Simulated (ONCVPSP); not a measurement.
What one change does to a pseudopotential (Pb, ONCV)

* Element: Pb
* Generator: ONCVPSP 4.0.1
* Type: optimised norm-conserving Vanderbilt (ONCV)
* Functional: PBE
* Relativity: fully relativistic
* Frozen core: [Kr] 4d10 4f14
* Valence charge: 22
* Reference configuration: 5s2 5p6 5d10 6s2 6p2
* Partial waves: 5s+6s: rc 1.50 bohr, ncon 4, nbas 7, qcut 9.8 1/bohr, 2 projectors; 5p+6p: rc 1.70 bohr, ncon 3, nbas 7, qcut 7.8 1/bohr, 3 projectors, debl 3.5 Ha; 5d: rc 1.95 bohr, ncon 3, nbas 8, qcut 7.4 1/bohr, 2 projectors, debl 2.9 Ha
* Local potential: polynomial inside 1.30 bohr (lpopt 5, dvloc0 0 Ha)
* Core correction: none

Open shells are filled in proportion to 2j + 1.

Change: d: rc 2.2.

Cutoffs: the cutoffs (Ha) at which the residual kinetic energy of the hardest occupied pseudo-wave falls to 1 and 0.1 mHa per electron; they do not see the model core or the augmentation charge, which bear on the density cutoff. Errors are all-electron minus pseudo energies relative to the spin-unpolarised reference configuration.

What does the change do?

The potential gets neither clearly harder nor softer (31 Ha and 37 Ha → 31 Ha and 37 Ha); of the 4 tests that both files solve, the error grows in 3 and shrinks in 0 by more than 15 % and 0.3 meV (median size 0.4 → 0.9 meV); neither file shows a bound ghost. More of the atom is replaced by a form fitted at one configuration, so other configurations suffer.

| quantity | base | changed |
| --- | --- | --- |
| cutoff, loose | 31 Ha | 31 Ha |
| cutoff, tight | 37 Ha | 37 Ha |
| loose cutoff by channel | s 31 Ha, p 21 Ha, d 21 Ha | s 31 Ha, p 21 Ha, d 19 Ha |
| bound ghosts | none | none |
| GHOST(+) flags under 300 eV | none | none |
| error for 5s2 5p6 5d10 6s2 6p1, meV [ΔE 6.70 eV] | +0.2 | +0.2 |
| error for 5s2 5p6 5d10 6s2 6p0, meV [ΔE 20.30 eV] | 0.0 | -0.7 |
| error for 5s2 5p6 5d10 6s1 6p0, meV [ΔE 52.71 eV] | -4.8 | -10 |
| error for 5s2 5p6 5d10 6s1 6p2, meV [ΔE 16.05 eV] | -0.6 | -1.2 |
| s: phases at 1.53 bohr within 0.05 rad from the reference energy up to (Ha; the scan ends near 5) | to the end of the scan | to the end of the scan |
| p3/2: phases at 1.72 bohr within 0.05 rad from the reference energy up to (Ha; the scan ends near 5) | to the end of the scan | to the end of the scan |
| p1/2: phases at 1.72 bohr within 0.05 rad from the reference energy up to (Ha; the scan ends near 5) | to the end of the scan | to the end of the scan |
